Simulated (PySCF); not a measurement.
(E)-1-bromo-2-fluoroprop-1-ene (C3H4BrF), SMILES C/C(F)=C\Br. Atoms are numbered in the order given.

```xyz
9

C     -1.3744    -1.6821     0.0000
C      0.0929    -1.4446     0.0000
F      0.8086    -2.5877     0.0000
C      0.7793    -0.2977     0.0000
Br    -0.0253     1.4117     0.0000
H     -1.6587    -2.2706     0.8880
H     -1.9301    -0.7372     0.0000
H     -1.6587    -2.2706    -0.8880
H      1.8692    -0.2934     0.0000
```
Charge 0, spin multiplicity 1.

Geometry optimised at B3LYP-D3(BJ)/def2-SVP.

These are SMD-ωB97X/def2-SVP run with PySCF values and carry that method's errors.

Solvation free energies are E(SMD) − E(gas) at the gas-phase geometry, for 1 M in both phases. Bromine has the revised SMD18 radius of 2.60 Å. In vacuum the dipole moment is 1.03 D.

### Question
Rank water, diethylether, dichloromethane by solvation free energy, most negative first.

### Answer
dichloromethane (-4.5 kcal/mol), diethylether (-4.0 kcal/mol), water (-0.2 kcal/mol)
